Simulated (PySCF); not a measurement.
## Lu(III) with different ligands

Computed with PySCF 2.14.0, PBE0, def2-SVP on the ligands, density fitting, scalar-relativistic core potentials, no spin-orbit coupling, vacuum. The metal has lcecp-1-SVP with ECP60. Each complex is relaxed within the symmetry of a template of the same shape. Distances are means of the shortest metal–ligand contacts, charges and spins Mulliken's; removal energies are rigid, with the ligand's formal charge and no counterpoise, so too large; for an anion taken off a cation in vacuum most of it is the attraction of opposite charges, and multiply charged cations can part far more cheaply with an electron moved from ligand to metal. lcecp potentials hold a fixed number of 4f electrons in the core, out of states, spins and gaps.

```json
{"complex": "LuCl3(NH3)", "point group": "C3v", "M–first ligand (Å)": "2.438", "charge on M (e)": "0.74", "dipole (D)": "5.65", "removal of one first-named ligand (eV)": "9.15", "strongest infrared band, degenerate modes summed (cm⁻¹)": "1229", "unstable modes (below −25 cm⁻¹)": "0"}
{"complex": "LuF3(NH3)", "point group": "C3v", "M–first ligand (Å)": "1.986", "charge on M (e)": "1.10", "dipole (D)": "5.93", "removal of one first-named ligand (eV)": "11.37", "strongest infrared band, degenerate modes summed (cm⁻¹)": "580", "unstable modes (below −25 cm⁻¹)": "0"}
{"complex": "LuF3(H2O)", "point group": "Cs", "M–first ligand (Å)": "1.983", "charge on M (e)": "1.14", "dipole (D)": "5.84", "removal of one first-named ligand (eV)": "11.51", "strongest infrared band, degenerate modes summed (cm⁻¹)": "–", "unstable modes (below −25 cm⁻¹)": "1 (soft)"}
{"complex": "Lu(OH)3(NH3)", "point group": "Cs, nearly C3v", "M–first ligand (Å)": "2.016", "charge on M (e)": "0.82", "dipole (D)": "4.19", "removal of one first-named ligand (eV)": "10.77", "strongest infrared band, degenerate modes summed (cm⁻¹)": "–", "unstable modes (below −25 cm⁻¹)": "not given"}
{"complex": "LuCl3(H2O)", "point group": "Cs", "M–first ligand (Å)": "2.433", "charge on M (e)": "0.79", "dipole (D)": "5.94", "removal of one first-named ligand (eV)": "9.26", "strongest infrared band, degenerate modes summed (cm⁻¹)": "–", "unstable modes (below −25 cm⁻¹)": "1 (soft)"}
{"complex": "LuH3(NH3)", "point group": "C3v", "M–first ligand (Å)": "1.986", "charge on M (e)": "0.52", "dipole (D)": "5.60", "removal of one first-named ligand (eV)": "9.20", "strongest infrared band, degenerate modes summed (cm⁻¹)": "1426", "unstable modes (below −25 cm⁻¹)": "0"}
```

**Question.** A further member has point group C1, M–first ligand (Å) 1.982, charge on M (e) 0.54, dipole (D) 5.42, removal of one first-named ligand (eV) 9.47, strongest infrared band, degenerate modes summed (cm⁻¹) 1419, unstable modes (below −25 cm⁻¹) 0. Which complex is it?

**Answer.** LuH3(H2O). The answer isn't unique; the calculation gave this one.

Members with unstable modes aren't minima as they stand: saddle points kept by symmetry or, where the modes are soft, flat surfaces and noise. Moved off a saddle point of the template and relaxed again: LuH3(H2O). One start shape was tried for each, so a minimum needn't be the lowest isomer.
